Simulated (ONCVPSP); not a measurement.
Which change was made? (Si, ONCV)

Si (Z = 14), optimised norm-conserving Vanderbilt (ONCV), made with ONCVPSP 4.0.1 (LDA (Perdew-Zunger), scalar-relativistic). Core [Ne], reference 3s2 (charge +2). Waves: 3s: rc 1.45 bohr, ncon 4, nbas 8, qcut 3.9 1/bohr, 1 projector; p scattering state at 0.42 Ha: rc 1.40 bohr, ncon 4, nbas 9, qcut 6.6 1/bohr, 1 projector; d scattering state at 0.03 Ha: rc 1.30 bohr, ncon 4, nbas 8, qcut 6.5 1/bohr, 2 projectors, debl 3.1 Ha. Local part: polynomial inside 1.10 bohr (lpopt 5, dvloc0 3 Ha). Core correction: Teter function, fcfact 2.25, rcfact 1.5.

In the p channel the program set the typed energies aside and used 0.050 Ha.

Cutoffs, loose and tight: the cutoffs (Ha) at which the residual kinetic energy of the hardest occupied pseudo-wave falls to 1 and 0.1 mHa per electron. They do not see the model core or the augmentation charge, which bear on the density cutoff. Test errors are all-electron minus pseudo excitation energies from the reference, over the configurations 3s2 3p2; 3s2 3p1; 3s1; 3s2 3p1.5; variants that change the core or the reference have their own tests.

The base gives: outcome: generated, projector energies reset by the program; cutoff, loose: 8.4 Ha; cutoff, tight: 30 Ha; bound ghosts: none; GHOST(+) flags above zero: s; largest test error (meV): +275.

Task: After one change the result is: outcome: generated; cutoff, loose: 8.4 Ha; cutoff, tight: 30 Ha; bound ghosts: none; GHOST(+) flags above zero: s; largest test error (meV): +471. Which change was it?
A. p: rc 1.26
B. core [He], valence charge 12; reference 2s2 2p6 3s2 3p2; waves now 2s+3s: rc 0.95 bohr, ncon 3, nbas 6, qcut 11.4 1/bohr, 2 projectors; 2p+3p: rc 0.85 bohr, ncon 4, nbas 9, qcut 14.7 1/bohr, 2 projectors; d scattering state at 0.27 Ha: rc 0.85 bohr, ncon 3, nbas 7, qcut 10.9 1/bohr, local; local potential the d channel
C. s: qcut 3.3; p: qcut 5.5; d: qcut 5.4

Result: A. The others give: s: qcut 3.3; p: qcut 5.5; d: qcut 5.4 → outcome: generated, projector energies reset by the program; cutoff, loose: 16 Ha; cutoff, tight: 49 Ha; bound ghosts: none; GHOST(+) flags above zero: s; largest test error (meV): +275 | core [He], valence charge 12; reference 2s2 2p6 3s2 3p2; waves now 2s+3s: rc 0.95 bohr, ncon 3, nbas 6, qcut 11.4 1/bohr, 2 projectors; 2p+3p: rc 0.85 bohr, ncon 4, nbas 9, qcut 14.7 1/bohr, 2 projectors; d scattering state at 0.27 Ha: rc 0.85 bohr, ncon 3, nbas 7, qcut 10.9 1/bohr, local; local potential the d channel → outcome: generated; cutoff, loose: 94 Ha; cutoff, tight: 108 Ha; bound ghosts: none; GHOST(+) flags above zero: none; largest test error (meV): +2.6.
